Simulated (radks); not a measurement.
Problem. Radial electron density D(r) = 4 pi r^2 rho(r) of an atom or ion with 17 electrons. Method: scalar-relativistic Kohn-Sham, r2SCAN, spin-unpolarised, spherical densities, finite nucleus; meta-GGA in the generalised Kohn-Sham scheme; Fermi nuclear charge, rms radius of each element as measured or else 0.836 A^(1/3) + 0.57 fm; computed with a radial shooting solver on a logarithmic mesh with Libxc functionals.

r (bohr)  D(r) (e/bohr)
0.00169           3.378
0.001905          4.143
0.002148          5.068
0.002403          6.099
0.002709          7.415
0.003055          8.980
0.003444          10.83
0.003883          13.00
0.004378          15.52
0.004936          18.42
0.005566          21.71
0.006275          25.39
0.007075          29.44
0.007978          33.81
0.008995          38.41
0.01006           42.80
0.01134           47.44
0.01279           51.81
0.01442           55.67
0.01626           58.76
0.01833           60.85
0.02067           61.77
0.0233            61.48
0.02628           60.11
0.02963           57.98
0.0334            55.63
0.03766           53.74
0.04246           53.03
0.0475            53.96
0.05355           56.90
0.06038           61.56
0.06808           67.05
0.07676           71.92
0.08654           74.48
0.09758           73.27
0.11              67.68
0.124             58.28
0.1399            46.95
0.1577            36.30
0.1778            28.81
0.2005            25.70
0.2242            26.21
0.2528            28.37
0.285             29.49
0.3214            27.66
0.3624            22.72
0.4086            16.06
0.4606            9.642
0.5194            4.841
0.5856            1.999
0.6603           0.6652
0.7444           0.1745
0.8394          0.03514
0.9388         0.006039
1.059         0.0006667

What is the nuclear charge?

Solution. Z = 48. The innermost maximum, from 1s, lies near gamma/Z bohr with gamma = sqrt(1 - (Z/c)^2) = 0.937, here 0.0195 bohr (found: 0.0213), and its height grows with Z. The density is that of the cadmium ion Cd31+ in [Ne] 3s2 3p5; the configuration itself is not fixed sharply by these data, and Z only to a few units. D(r) has 3 maxima, at r = 0.0213, 0.0886, 0.283 bohr, and minima at 0.0421, 0.207 bohr, inside which lie 2.01, 10.43 electrons.
